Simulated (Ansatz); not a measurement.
`[NH2][GeH]` → Ge• + 3 H• + N•  (atomization)

Isolated molecules relaxed with PBE0-D4/def2-TZVP in Ansatz; ΔE leaves out vibrations. CCSD(T)/CBS is the MP2 limit (def2-TZVPP, def2-QZVPP) plus CCSD(T) − MP2 in def2-TZVPP, frozen cores. This one scheme is used for every species, atoms too. Functionals use def2-TZVPP. Open shells (•) are unrestricted, without spin–orbit coupling. Spin–orbit coupling would lower the free atoms: clearly for Ge. Bonds to Ge are less sure, by a few kJ/mol each and by 10 to 20 or more in all where they break to atoms, as the def2 sets lack core-valence functions. Scalar relativity is left out up to krypton.

Q: What is ΔE at CCSD(T)/CBS? (Estimate.)

A: Ansatz gave: +1459.2 kJ/mol.

Q: What do these levels give: revPBE, CAM-B3LYP, LC-ωPBE, HF/def2-TZVPP, HF/def2-QZVPP, CCSD/CBS(def2)? (Best estimate.)

A: Computed: revPBE 1419.4, CAM-B3LYP 1458.6, LC-ωPBE 1423.7, HF/def2-TZVPP 934.3, HF/def2-QZVPP 936.9, CCSD/CBS(def2) 1433.5 kJ/mol.

Largest T1 diagnostic among the species: 0.015.

In def2-TZVPP, CCSD(T) changes the Hartree–Fock value by +473.6 kJ/mol (the triples alone add +25.7 kJ/mol) and MP2 by +469.7 kJ/mol; breaking electron pairs costs correlation energy, which Hartree–Fock lacks. At CCSD(T), def2-SVP lies −132.8 kJ/mol from the extrapolated value and def2-TZVPP −51.3 kJ/mol: correlation converges slowly with the basis, and small sets miss more of it in the bonded molecule than in its fragments.

For atomizations the MP2-based limit and the directly extrapolated one differ by several kJ/mol either way, and by 10 to 25 for some Ge, Se and Sn compounds, so smaller differences from it don't rank the levels.
